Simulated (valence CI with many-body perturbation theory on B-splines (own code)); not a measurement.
# V²⁺: electric-dipole lines

Computed by valence CI with perturbative core correlation (CI+MBPT): three valence electrons over a frozen Dirac-Fock core [Ar], a basis of 7 s, 7 p, 8 d, 6 f, 4 g, 1 h functions for each j, with the one-electron correlation potential Σ1, the two-electron term Σ2, the three-electron term Σ3, Breit, model QED; selected CI, second order for the rest, scaled by the run's own slope (own B-spline code, finite nucleus).

Against 62 measured levels this calculation errs by 1108 cm⁻¹ on average and by 2012 at most. These come from a selection out of Sugar and Corliss, J. Phys. Chem. Ref. Data 7, 1191 (1978). Levels without a partner in it may be off by more, other configurations by 1,000 to 8,000 cm⁻¹. 2 measured levels below the end of the list, from 89458 cm⁻¹ on, found no clear computed partner, and computed levels of the same name lie up to 2347 cm⁻¹ from them.

Lines 1 to 50 of 463 in falling wavelength, among levels below 21.088 eV, chosen from the strongest by gf and those to the six lowest levels. Wavelengths and rates use the calculated energies, so an error of 1000 cm⁻¹ moves a line at 7880 Å by 7.9 % and its rate by three times that or more. Electric multipoles are in the length gauge, E1 and E2 with the static RPA response of the core. Weak lines are less certain than strong ones. Lines between different terms over intervals too small for the method are left out, as are lines whose strength nearly cancels. Where a level lies close to another of its J and parity, the split of strength between their lines is uncertain. The highest levels of a list are the least certain.

Names give the largest LS component (configuration and term), which can be under half, so a name can repeat, a term be missing and a line seem to break the LS rules; names also repeat where a configuration has a term twice. Letters in brackets count levels of one name in rising energy.

| λ vac (Å) | Upper | Lower | A (s⁻¹) | log gf | Branch % |
| --- | --- | --- | --- | --- | --- |
| 7880 | 3d2 5p 4F°_5/2 | 3d2 4d 4F_5/2 [a] | 7.49e+06 | -0.38 | 1.0 |
| 7812 | 3d2 5p 4F°_7/2 | 3d2 4d 4F_7/2 [a] | 8.26e+06 | -0.22 | 1.1 |
| 7743 | 3d2 5p 4F°_9/2 | 3d2 4d 4F_9/2 [a] | 1.04e+07 | -0.03 | 1.6 |
| 7622 | 3d2 5p 4G°_11/2 | 3d2 4d 4F_9/2 [a] | 3.15e+06 | -0.48 | 1.3 |
| 7324 | 3d 4s 4p 4D°_7/2 | 3d2 5s 4F_9/2 | 7.01e+06 | -0.35 | 0.4 |
| 7252 | 3d2 5p 2F°_7/2 [a] | 3d2 5s 2F_7/2 | 4.61e+07 | 0.46 | 8.5 |
| 7236 | 3d2 5p 2F°_5/2 [a] | 3d2 5s 2F_5/2 | 3.68e+07 | 0.24 | 5.1 |
| 7203 | 3d 4s 4p 2D°_5/2 | 3d2 5s 2F_5/2 | 1.54e+07 | -0.14 | 1.9 |
| 7154 | 3d 4s 4p 4D°_7/2 | 3d2 5s 4F_7/2 | 5.62e+06 | -0.46 | 0.3 |
| 7146 | 3d2 5p 4F°_7/2 | 3d2 5s 4F_9/2 | 8.51e+06 | -0.28 | 1.1 |
| 7130 | 3d2 5p 4F°_5/2 | 3d2 5s 4F_7/2 | 1.20e+07 | -0.26 | 1.6 |
| 7122 | 3d2 5p 4F°_3/2 | 3d2 5s 4F_5/2 | 1.21e+07 | -0.43 | 1.6 |
| 7064 | 3d2 5p 2D°_5/2 | 3d2 5s 2F_7/2 | 2.51e+07 | 0.05 | 4.3 |
| 7044 | 3d2 5p 4F°_3/2 | 3d2 5s 4F_3/2 | 2.77e+07 | -0.08 | 3.6 |
| 7043 | 3d2 5p 4G°_5/2 | 3d2 5s 4F_5/2 | 1.09e+07 | -0.31 | 4.2 |
| 7038 | 3d2 5p 4G°_7/2 | 3d2 5s 4F_7/2 | 5.33e+06 | -0.50 | 2.2 |
| 7027 | 3d2 5p 2D°_3/2 | 3d2 5s 2F_5/2 | 3.46e+07 | 0.01 | 6.8 |
| 7009 | 3d2 5p 4F°_5/2 | 3d2 5s 4F_5/2 | 2.22e+07 | -0.01 | 2.9 |
| 7008 | 3d2 5p 2F°_7/2 [a] | 3d2 5s 2F_5/2 | 5.26e+06 | -0.51 | 1.0 |
| 6990 | 3d2 5p 2F°_5/2 [b] | 3d2 5s 2D_5/2 | 1.06e+07 | -0.33 | 2.0 |
| 6987 | 3d2 5p 4D°_7/2 | 3d2 4d 4F_9/2 [a] | 1.11e+07 | -0.19 | 1.6 |
| 6983 | 3d2 5p 4F°_7/2 | 3d2 5s 4F_7/2 | 3.57e+07 | 0.32 | 4.8 |
| 6982 | 3d2 5p 2P°_3/2 | 3d2 5s 2D_5/2 | 1.30e+07 | -0.42 | 3.8 |
| 6974 | 3d2 5p 4F°_9/2 | 3d2 5s 4F_9/2 | 5.22e+07 | 0.58 | 7.8 |
| 6974 | 3d2 5p 2F°_5/2 [b] | 3d2 5s 2D_3/2 | 4.17e+07 | 0.26 | 7.8 |
| 6966 | 3d2 5p 4G°_5/2 | 3d2 5s 4F_3/2 | 4.66e+07 | 0.31 | 18.1 |
| 6945 | 3d 4s 4p 4F°_9/2 | 3d2 4d 4F_9/2 [a] | 4.25e+06 | -0.51 | 0.8 |
| 6933 | 3d2 5p 4F°_5/2 | 3d2 5s 4F_3/2 | 9.66e+06 | -0.38 | 1.3 |
| 6919 | 3d2 5p 4G°_7/2 | 3d2 5s 4F_5/2 | 5.51e+07 | 0.50 | 22.5 |
| 6903 | 3d2 5p 2P°_3/2 | 3d2 4d 2D_5/2 [b] | 4.91e+07 | 0.15 | 14.3 |
| 6902 | 3d2 5p 2P°_1/2 | 3d2 5s 2D_3/2 | 3.48e+07 | -0.30 | 9.6 |
| 6900 | 3d2 5p 2F°_7/2 [b] | 3d2 5s 2D_5/2 | 3.02e+07 | 0.24 | 5.6 |
| 6892 | 3d2 5p 4G°_9/2 | 3d2 5s 4F_7/2 | 6.06e+07 | 0.63 | 24.3 |
| 6879 | 3d2 5p 4D°_5/2 | 3d2 5s 2F_7/2 | 3.21e+07 | 0.13 | 5.5 |
| 6876 | 3d2 5p 4G°_11/2 | 3d2 5s 4F_9/2 | 6.27e+07 | 0.73 | 26.4 |
| 6823 | 3d2 5p 2F°_7/2 [b] | 3d2 4d 2D_5/2 [b] | 3.29e+07 | 0.26 | 6.0 |
| 6794 | 3d2 5p 4D°_3/2 | 3d2 5s 2F_5/2 | 1.49e+07 | -0.38 | 2.3 |
| 6783 | 3d 4s 4p 4F°_9/2 | 3d2 5s 2F_7/2 | 5.20e+06 | -0.45 | 1.0 |
| 6762 | 3d2 5p 2F°_7/2 [a] | 3d2 4d 2D_5/2 [a] | 6.92e+06 | -0.42 | 1.3 |
| 6720 | 3d2 5p 2P°_1/2 | 3d2 4d 2D_3/2 [b] | 2.39e+07 | -0.49 | 6.6 |
| 6692 | 3d2 5p 2D°_3/2 | 3d2 4d 2D_3/2 [a] | 1.20e+07 | -0.49 | 2.3 |
| 6692 | 3d2 5p 2G°_9/2 | 3d2 5s 2F_7/2 | 6.24e+07 | 0.62 | 9.1 |
| 6668 | 3d2 5p 2G°_7/2 | 3d2 5s 2F_5/2 | 6.17e+07 | 0.52 | 8.8 |
| 6599 | 3d2 5p 2D°_5/2 | 3d2 4d 2D_5/2 [a] | 9.09e+06 | -0.45 | 1.6 |
| 6437 | 3d2 5p 4D°_5/2 | 3d2 4d 2D_5/2 [a] | 9.89e+06 | -0.43 | 1.7 |
| 6429 | 3d2 5p 2D°_3/2 | 3d2 5s 4F_3/2 | 1.47e+07 | -0.44 | 2.9 |
| 6426 | 3d2 5p 2D°_5/2 | 3d2 5s 4F_7/2 | 2.49e+07 | -0.03 | 4.3 |
| 6396 | 3d 4s 4p 4F°_5/2 | 3d2 5s 4F_5/2 | 1.55e+07 | -0.24 | 3.0 |
| 6373 | 3d 4s 4p 4F°_7/2 | 3d2 5s 4F_7/2 | 1.66e+07 | -0.09 | 3.6 |
| 6355 | 3d2 5p 4D°_7/2 | 3d2 5s 4F_9/2 | 5.22e+07 | 0.40 | 7.5 |

(1) How does gf follow from A for the line at 6983 Å?

## Answers

(1) gf = 1.4992 × (2J+1)_upper × A / σ², with σ = 14320 cm⁻¹ and 2J+1 = 8: gf = 2.09.
